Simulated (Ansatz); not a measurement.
System: CH2Cl3Si (charge 0, doublet). It need not be the lowest isomer of its formula. 
Structure (B3LYP-D3(BJ)/def2-TZVP (Ansatz, a first-principles code) minimum search):
SMILES: Cl[Si](Cl)([CH2])Cl
```xyz
7

C     -2.0911    -0.2217     0.0374
Si    -0.2839    -0.0336     0.0055
Cl     0.5294    -1.2719    -1.4065
Cl     0.2490     1.8930    -0.4555
Cl     0.5063    -0.4842     1.8392
H     -2.6700    -0.0064     0.9270
H     -2.6493    -0.5192    -0.8414
```
Charge 0, spin multiplicity 2.

Parts of the frozen-core correlation energy in 6-31G (Ansatz, hartree). Frozen orbitals: 21; correlated occupied orbitals by spin: 16 and 15; virtual: 28 and 29. UHF or UKS for open shells. Spin-orbit coupling is left out. Non-relativistic.

```tsv
term	value
reference (HF)	-1706.35713
MP2 opposite-spin	-0.18050
MP2 same-spin	-0.05576
CCSD correlation	-0.27064
(T)	-0.00605
T1 diagnostic	0.011
largest doubles amplitude	0.024
<S^2> of the reference	0.761
```
